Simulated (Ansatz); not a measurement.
System: C₃H₅O, charge 0, multiplicity 2. It need not be the lowest isomer of its formula. 
Geometry from a B3LYP-D3(BJ)/def2-TZVP (Ansatz, an electronic-structure program) optimisation:
```
C
C 1 1.3789
O 2 1.3585 1 124.81
H 3 0.9656 2 109.77 1 0.00
C 1 1.3790 2 125.34 3 180.00
H 5 1.0794 1 121.08 2 180.00
H 2 1.0810 3 112.02 4 -180.00
H 5 1.0821 6 117.61 1 180.00
H 1 1.0893 2 116.76 7 -180.00
```
Charge 0, spin multiplicity 2.

Computed values are from Ansatz. Cores are frozen in the correlated levels unless marked. Open shells are spin-unrestricted. No spin-orbit coupling. No relativistic terms. CBS(X,Y): correlation extrapolated as X^-3; Hartree-Fock from the larger set. The bracket is a focal-point correction in the basis named.

| Item | Result |
|---|---|
| atomisation energy De | 3630.2 kJ/mol at RI-MP2/CBS(aug-cc-pVTZ,aug-cc-pVQZ)+[CCSD(T)-MP2]/aug-cc-pVTZ |
| total energy | -192.2628 Eh at RI-MP2/CBS(aug-cc-pVTZ,aug-cc-pVQZ)+[CCSD(T)-MP2]/aug-cc-pVTZ |
| dipole moment | 1.05 D at CCSD(T)/aug-cc-pVDZ |
| T1 diagnostic | 0.026 at CCSD/aug-cc-pVTZ |

The UHF reference is spin-contaminated (<S^2> 0.19 over the pure value in the largest basis).
